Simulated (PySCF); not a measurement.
input.py for GaI

The script input.py:

```python
from pyscf import gto, dft

mol = gto.M(
    atom='Ga 0 0 0; I 0 0 2.264',
    basis='sbkjc',
    ecp={'Ga': 'sbkjc', 'I': 'sbkjc'},
    charge=0,
    spin=0,
    verbose=4,
)
mf = dft.RKS(mol, xc='m06l')
mf.kernel()
mf.mulliken_pop()
mf.dip_moment()
print('orbital energies (hartree):', mf.mo_energy[..., max(0, mol.nelec[1]-3):mol.nelec[0]+3].round(4))
```

```bash
$ OMP_NUM_THREADS=1 python input.py
```

The log (some set-up lines removed):

```
PySCF version 2.14.0

[INPUT] verbose = 4
[INPUT] num. atoms = 2
[INPUT] num. electrons = 28
[INPUT] charge = 0
[INPUT] spin (= nelec alpha-beta = 2S) = 0
[INPUT] symmetry False subgroup None
[INPUT] Mole.unit = angstrom
[INPUT] Symbol           X                Y                Z      unit          X                Y                Z       unit  Magmom
[INPUT]  1 Ga     0.000000000000   0.000000000000   0.000000000000 AA    0.000000000000   0.000000000000   0.000000000000 Bohr   0.0
[INPUT]  2 I      0.000000000000   0.000000000000   2.264000000000 AA    0.000000000000   0.000000000000   4.278339946015 Bohr   0.0

nuclear repulsion = 34.3591210270495
number of shells = 15
number of NR pGTOs = 82
number of NR cGTOs = 39
basis = sbkjc
ecp = {'Ga': 'sbkjc', 'I': 'sbkjc'}

******** <class 'pyscf.dft.rks.RKS'> ********
method = RKS
initial guess = minao
damping factor = 0
level_shift factor = 0
DIIS = <class 'pyscf.scf.diis.CDIIS'>
diis_start_cycle = 1
diis_space = 8
diis_damp = 0
SCF conv_tol = 1e-09
SCF conv_tol_grad = None
SCF max_cycles = 50
direct_scf = True
direct_scf_tol = 1e-13
XC library pyscf.dft.libxc version 7.0.0
    S. Lehtola, C. Steigemann, M. J.T. Oliveira, and M. A.L. Marques.,  SoftwareX 7, 1–5 (2018)
XC functionals = m06l
    Y. Zhao and D. G. Truhlar.,  J. Chem. Phys. 125, 194101 (2006)
    Y. Zhao and D. G. Truhlar.,  J. Chem. Phys. 125, 194101 (2006)
    Y. Zhao and D. G. Truhlar.,  Theor. Chem. Acc. 120, 215 (2008)
radial grids:
    Treutler-Ahlrichs [JCP 102, 346 (1995); DOI:10.1063/1.469408] (M4) radial grids

becke partition: Becke, JCP 88, 2547 (1988); DOI:10.1063/1.454033
pruning grids: <function nwchem_prune>
grids dens level: 3
symmetrized grids: False
atomic radii adjust function: <function treutler_atomic_radii_adjust>
small_rho_cutoff = 0
Set gradient conv threshold to 3.16228e-05
Initial guess from minao.
tot grids = 42864
init E= -260.434697162172

WARN: HOMO 0.267974883363086 == LUMO 0.26797488336309

cycle= 1 E= -213.459866945198  delta_E=   47  |g|= 15.3  |ddm|= 30.7
  HOMO = -3.34252088077669  LUMO = -3.33804704130662  gap/eV = 0.12174
cycle= 2 E= -220.6107585185  delta_E= -7.15  |g|= 13.9  |ddm|= 32.9
  HOMO = -0.39972121325769  LUMO = -0.139868241139218  gap/eV = 7.07096
cycle= 3 E= -268.482962279847  delta_E= -47.9  |g|= 2.92  |ddm|= 14.4
  HOMO = -0.160724825632323  LUMO = -0.0709606299525021  gap/eV = 2.44261
cycle= 4 E= -262.572676759034  delta_E= 5.91  |g|=    4  |ddm|= 6.93
  HOMO = -0.249463298087757  LUMO = -0.138685056922831  gap/eV = 3.01443
cycle= 5 E= -269.05570227274  delta_E= -6.48  |g|= 2.31  |ddm|= 5.35
  HOMO = -0.280301563986492  LUMO = -0.123598125646771  gap/eV = 4.26412
cycle= 6 E= -269.598490604279  delta_E= -0.543  |g|= 1.63  |ddm|= 1.24
  HOMO = -0.249063552838549  LUMO = -0.109485944819881  gap/eV = 3.79810
cycle= 7 E= -269.778920699571  delta_E= -0.18  |g|= 0.462  |ddm|= 0.953
  HOMO = -0.191062291542175  LUMO = -0.0403779013961328  gap/eV = 4.10033
cycle= 8 E= -269.812965894592  delta_E= -0.034  |g|= 0.167  |ddm|= 0.827
  HOMO = -0.204957704574682  LUMO = -0.0638942299425331  gap/eV = 3.83853
cycle= 9 E= -269.823299198557  delta_E= -0.0103  |g|= 0.0121  |ddm|= 0.321
  HOMO = -0.207500340211242  LUMO = -0.0656098025200965  gap/eV = 3.86104
cycle= 10 E= -269.823360593941  delta_E= -6.14e-05  |g|= 0.0025  |ddm|= 0.0274
  HOMO = -0.207545471313446  LUMO = -0.0656795971823733  gap/eV = 3.86037
cycle= 11 E= -269.823364660718  delta_E= -4.07e-06  |g|= 0.000489  |ddm|= 0.0114
  HOMO = -0.207498913035038  LUMO = -0.0656477780550485  gap/eV = 3.85997
cycle= 12 E= -269.823364799333  delta_E= -1.39e-07  |g|= 6.04e-05  |ddm|= 0.00133
  HOMO = -0.207514082016488  LUMO = -0.0656579586962898  gap/eV = 3.86010
cycle= 13 E= -269.82336480087  delta_E= -1.54e-09  |g|= 3.91e-06  |ddm|= 0.00021
  HOMO = -0.207513296920978  LUMO = -0.0656573346801195  gap/eV = 3.86010
cycle= 14 E= -269.823364800878  delta_E= -7.9e-12  |g|= 7.88e-07  |ddm|= 2.1e-05
  HOMO = -0.207513406780568  LUMO = -0.0656574844836673  gap/eV = 3.86010
Extra cycle  E= -269.823364800877  delta_E= 5.68e-14  |g|= 7.93e-07  |ddm|= 4.39e-06
converged SCF energy = -269.823364800877
 ** Mulliken pop  **
pop of  0 Ga 3s           1.51958
pop of  0 Ga 4s           0.80894
pop of  0 Ga 5s           1.31024
pop of  0 Ga 6s           0.43805
pop of  0 Ga 3px          1.67026
pop of  0 Ga 3py          1.67026
pop of  0 Ga 3pz          1.68192
pop of  0 Ga 4px          0.03987
pop of  0 Ga 4py          0.03987
pop of  0 Ga 4pz          0.07224
pop of  0 Ga 5px          0.10769
pop of  0 Ga 5py          0.10769
[27 lines left out]
 ** Mulliken atomic charges  **
charge of    0Ga =      0.05625
charge of    1I =     -0.05625
Dipole moment(X, Y, Z, Debye):  0.00000, -0.00000, -0.88894
orbital energies (hartree): [-0.2687 -0.2687 -0.2075 -0.0657 -0.0657  0.0456]
```

In short: E(SCF) = -269.823365 Eh, 14 cycles, μz(SCF) = -0.89 D.

Hardware: Arm Neoverse N1, 1 thread, shared host. Wall time 5 s, peak memory 0.19 GiB.

Stability towards an unrestricted solution was not tested. The bond length is a typed value, not an optimised one.
